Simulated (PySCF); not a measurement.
C3H3, SMILES c1c[cH+]1, charge +1. Atoms are numbered in the order given.

```xyz
6

C      0.7895     0.0000     0.0000
C     -0.3948     0.6838     0.0000
C     -0.3948    -0.6838     0.0000
H      1.8794     0.0000     0.0000
H     -0.9397     1.6276     0.0000
H     -0.9397    -1.6276     0.0000
```
Charge +1, spin multiplicity 1.

Geometry: PBE-D3(BJ)/def2-TZVP.

Two levels are set side by side: PBE/pcSseg-2 (PySCF) and B3LYP/pcSseg-2 (PySCF). GIAO shifts against TMS (¹H), TMS (¹³C) at the same level; non-relativistic, no solvent, atoms listed together averaged. Differences are taken from unrounded values.

| quantity | B3LYP |
|---|---|
| δ(¹³C) of C1, C2, C3 (ppm) | 187.1 |
| δ(¹H) of H4, H5, H6 (ppm) | 10.98 |

### Question
What does PBE give, and how far is it from B3LYP? (Estimate from the structure and the level; the computed values follow.)

### Answer

| quantity | PBE | PBE minus B3LYP |
|---|---|---|
| δ(¹³C) of C1, C2, C3 (ppm) | 189.4 | 2.3 |
| δ(¹H) of H4, H5, H6 (ppm) | 11.00 | 0.02 |

Here PBE gives about what the other level gives.

Rough cost on one machine, each run with all the roots and properties that it gave: B3LYP against PBE within a factor of 2.
